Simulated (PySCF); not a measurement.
Dipole moment and polarisability of `CC[Si@](C)(Cl)CF`

Compound: C4H10ClFSi.
Cartesian coordinates in Å at the GFN2-xTB level; atoms count from 1:
```xyz
17
C4H10ClFSi angstrom
C      1.7448   -0.7702    0.7732
C      1.1133   -0.7976   -0.6188
Si    -0.5836    0.0737   -0.7001
C     -1.8574   -0.6569    0.5074
Cl    -1.2855   -0.0097   -2.6152
C     -0.3761    1.9568   -0.3246
F     -0.0294    2.1556    0.9979
H      2.7233   -1.2456    0.7575
H      1.8653    0.2514    1.1229
H      1.1208   -1.2998    1.4883
H      1.7998   -0.3292   -1.3284
H      1.0077   -1.8360   -0.9405
H     -1.5871   -0.4322    1.5352
H     -1.9250   -1.7368    0.4087
H     -2.8500   -0.2501    0.3314
H     -1.3018    2.5157   -0.4851
H      0.4138    2.4231   -0.9198
```

Level: wB97X-D/def2-SVPD (PySCF), static field, nuclei fixed, core orbitals frozen in the response. The polarisability tensor in these axes (au):

```
x   88.38 -1.46  4.96
y   -1.46 82.74 -1.27
z    4.96 -1.27 90.87
```

What are the eigenvalues, a third of the trace, and Δα (Δα² = ½Σ(αi − αj)² over the three pairs)?

Principal values 82.38, 84.57 and 95.03 au; mean 87.33 au = 12.94 Å³ = 14.40 × 10⁻⁴⁰ C²·m²/J; Δα = 11.71 au (13 % of the mean).

What is the dipole moment, and where does it point?

(0.32, -0.74, 0.33) D, 0.87 D in size, pointing from the negative to the positive side. Measured along this direction, the outermost atoms are H16 at the negative end and H8 at the positive end.

Find the Langevin capture rate constant for H3+ (3.023 u) meeting this molecule (140.022 u), k = 2.342 × 10⁻⁹ cm³/s × √(α in Å³ / reduced mass in u).

The reduced mass is 2.96 u, so k = 4.90 × 10⁻⁹ cm³/s. The formula leaves out the permanent dipole, which adds to the capture rate.

Molar refractivity from α?

Lorentz–Lorenz: R = (4π/3)N_A α = 2.5225 cm³/(mol·Å³) × 12.94 Å³ = 32.6 cm³/mol, in the limit of long wavelengths.

Traceless (Buckingham) quadrupole moment about the centre of nuclear charge: eigenvalues?

-10.95, 5.21, 5.74 D·Å. The values depend on the origin, since the dipole doesn't vanish. The electronic extent ⟨r²⟩ about the same centre is 1292 bohr², a root-mean-square distance of 2.21 Å for the 74 electrons.

What would n − 1 = 2πNα be for an ideal gas of these molecules at 400 K and 1 atm, electronic part alone?

N = p/kT = 1.8347 × 10¹⁹ cm⁻³, so n − 1 = 2π × N × 12.94 × 10⁻²⁴ cm³ = 1492 × 10⁻⁶ at long wavelengths, for an ideal gas.

Sum over states: ᾱ = Σ f/ω², ω in Eh. What share falls to these 8 lowest TDDFT singlets (eV, f)? 7.47, 0.0011; 7.93, 0.0128; 8.13, 0.0670; 8.37, 0.1143; 8.81, 0.0038; 8.90, 0.0198; 9.00, 0.0044; 9.07, 0.0167.

They add up to 2.54 au, 2.9 % of the 87.33 au; the largest single term is 1.21 au, from the state at 8.37 eV. Terms in order: 0.01, 0.15, 0.75, 1.21, 0.04, 0.18, 0.04, 0.15 au. Higher excitations give the rest. The strengths listed sum to 0.240.

Geometry: GFN2-xTB, one conformer, isolated molecule.

wB97X-D is run here without its empirical dispersion term; that term would change no orbital, density or response property at a fixed geometry.
